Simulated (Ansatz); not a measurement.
Coupled-cluster diagnostics for MgZn₂⁺, Ansatz.

Geometry of the doublet (PBE/def2-TZVP):

Cartesian coordinates in Å:
```
Mg -0.0070 -0.0168 -0.0011
Zn 0.4835 0.0008 -2.8077
Zn -0.4766 0.0160 2.8089
```

Correlated methods freeze 19 core orbitals; core or outer-core shells of Mg are correlated, in sets that lack core-valence functions. Another isomer (doublet) lies 0.03 eV lower at PBE0/def2-TZVP; other spin states weren't run for this one.

Estimate the CCSD(T) correlation energy, the shares of MP2 and (T), T1 and the reference's ⟨S²⟩ for: charge 1, doublet, own geometry in def2-TZVPP; and the rough time on 4 threads of Arm Neoverse V1 on a shared host.


```json
{"state": "charge 1, doublet, own geometry", "basis": "def2-TZVPP", "correlation (eV)": "-29.904", "MP2 share (%)": "103.5", "(T) share (%)": "2.7", "T1": "0.026", "⟨S²⟩ (pure)": "0.95 (0.75)", "wall time": "21 s", "remarks": "spin-contaminated"}
```
Customary marks for T1 are 0.02 (closed shells), 0.045 (open shells) and about 0.05 (3d metals). T1 exceeds 0.02 in 1 of 1 rows and 0.045 in 0; the higher it lies, the less the single-reference result can be trusted.
